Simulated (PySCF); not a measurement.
# Two-component Hartree-Fock for Pt⁴⁴⁺ (platinum, charge +44)

Start: [Ar] 3d10 4s2 4p4; 4p1/2 filled at m_j = -1/2, +1/2; 4p3/2 filled at m_j = +1/2, +3/2. Calculated with PySCF 2.14 in an even-tempered Gaussian basis (16 s from 5.8 bohr⁻², ratio 2.8; 13 p from 7.5 bohr⁻², ratio 2.8; 8 d from 13 bohr⁻², ratio 2.8; 4 f from 34 bohr⁻², ratio 3): generalised Hartree-Fock with the X2C-1e Hamiltonian and a Gaussian nucleus; one run each with spin-orbit coupling (SO) switched off, then screened by Boettger's factors.

| spinor shell | electrons | ε, spin-free (eV) | ε, screened SO (eV) | weight of nominal j (screened SO) | rms radius, screened SO (bohr) |
| --- | --- | --- | --- | --- | --- |
| 1s1/2 | 2 | -81017.4 | -80985.0 | 1.000 | 0.0194 |
| 2s1/2 | 2 | -16167.8 | -16156.0 | 1.000 | 0.0781 |
| 2p1/2 | 2 | -14313.4 | -15557.5 | 1.000 | 0.0662 |
| 2p3/2 | 4 | -14313.4 | -13817.7 | 1.000 | 0.0740 |
| 3s1/2 | 2 | -5431.4 | -5426.1 | 1.000 | 0.197 |
| 3p1/2 | 2 | -4877.9 | -5164.5 | 1.000 | 0.188 |
| 3p3/2 | 4 | -4877.9 | -4758.9 | 1.000 | 0.204 |
| 3d3/2 | 4 | -4289.0 | -4337.7 | 1.000 | 0.178 |
| 3d5/2 | 6 | -4289.0 | -4250.4 | 1.000 | 0.181 |
| 4s1/2 | 2 | -2517.8 | -2516.0 | 1.000 | 0.415 |
| 4p1/2 | 2 | -2322.9 | -2409.6 | 0.999 | 0.407 |
| 4p3/2 | 2 | -2322.9 | -2285.7 | 1.000 | 0.428 |

```json
{"quantity": "E (hartree)", "spin-free": "-17094.04108", "screened SO": "-17123.87498"}
{"quantity": "M_J", "spin-free": "2", "screened SO": "2"}
{"quantity": "⟨J²⟩", "spin-free": "6.001", "screened SO": "6.003"}
{"quantity": "⟨L²⟩", "spin-free": "2.001", "screened SO": "3.312"}
{"quantity": "⟨S²⟩", "spin-free": "2.000", "screened SO": "1.459"}
```

Each row is a mean over spinors that exchange with the open shell spreads, by up to 18.696 eV (4s1/2).

Breit and QED terms are absent; they matter most for the inner s and p1/2 levels.

Densities and radii are taken from the X2C orbitals without a picture-change correction, which distorts them close to the nucleus.

Without spin-orbit coupling the j labels of p, d and f shells carry no meaning; the spin-free column gives the mean over the occupied spinors of each nl shell.
